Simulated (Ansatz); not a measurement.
GaO3H3⁻. Total charge -1; doublet. Geometry PBE-D4/def2-SVP, that of the neutral singlet; atoms count from 1.

Cartesian coordinates in Å:
```
Ga 0.1286 -0.0256 0.1829
O 1.7921 -0.0688 0.8412
O -1.2033 -0.2773 1.3614
O -0.0704 0.2636 -1.5873
H -2.0795 -0.2422 0.9369
H 2.4381 0.0777 0.1255
H -1.0058 0.2726 -1.8606
```

The highest occupied level of the charge -1 doublet lies above zero (up to 1.20 eV). By energy differences its removal costs 0.13 eV (vertical, to the charge 0 singlet, at PBE0-D4/def2-TZVPD); a positive level beside a positive removal energy at the same level points to self-interaction error. The structure comes from a short search, and lower isomers may exist.

Question: Estimate the Mulliken populations from the PBE0/def2-TZVPD orbitals of Ansatz.

Answer: 
```tsv
atom	charge (e)	spin (α − β)
Ga1	-1.70	2.39
O2	0.26	-0.75
O3	0.16	-0.66
O4	-0.12	-0.39
H5	0.10	0.17
H6	0.08	0.20
H7	0.23	0.04
```
Mulliken values and Mayer orders depend strongly on the basis. With diffuse functions, as here, like atoms can get unlike values, and bond orders can come out too low or too high.

Question: Where does the spin sit?

Answer: Summed by element: Ga 2.39, O -1.80, H 0.41, of 1 unpaired in all. Largest on single atoms: Ga1 2.39, O2 -0.75, O3 -0.66.
